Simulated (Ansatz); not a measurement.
`[OH][Sn]([F])([F])[F]`, one more setting.

```yaml
crystal:
  periodic: [false, false, false]
  atoms:
    - {symbol: O, position_ang: [-0.598495, 0.588541, 1.237381]}
    - {symbol: Sn, position_ang: [0.243373, -0.260051, -0.114139]}
    - {symbol: F, position_ang: [-0.543051, 0.013509, -1.891865]}
    - {symbol: F, position_ang: [0.326050, -1.944544, 0.031561]}
    - {symbol: F, position_ang: [2.003952, 0.436827, -0.443389]}
    - {symbol: H, position_ang: [-1.237667, 1.370981, 0.837164]}
basis:
  gaussian: {orbitals: def2-TZVPP}
hamiltonian: {xc: {name: wPBEh}}
```

```sh
$ ansatz run in.yaml --threads 4 --pin off --events-out ev --progress --plain --max-ram 10444MiB
```

Shortened log:

```
Functional definition: wPBEh
1139 factors; their error is unknown
79 factors; integrals over basis functions are off by at most 3.0e-7 eV
mean field evaluation 1: about -16032.9956 eV, gradient 8.1e1 eV
mean field evaluation 2: about -16009.3954 eV, gradient 1.5e2 eV
mean field evaluation 4: about -16042.5793 eV, gradient 8.4e0 eV
mean field evaluation 8: about -16042.6848 eV, gradient 2.2e-1 eV
mean field evaluation 16: about -16042.7915 eV, gradient 3.1e-4 eV
mean field -16042.79148283 eV, -589.5617127993 hartree, gradient 2.6e-5 eV, S^2 0.000000; 0 other end points of the search recorded, 0 dependent functions left out
reference -16042.79153136 eV, -589.5617145826 hartree; 29, 29 occupied and 159, 159 virtual orbitals, 1139 factors
Total energy: -16042.79153136 eV, -589.5617145826 hartree
```

Hardware: 4 threads of an Arm Neoverse V1 on a shared host. Wall time 1.8 s, peak host memory 0.37 GiB.
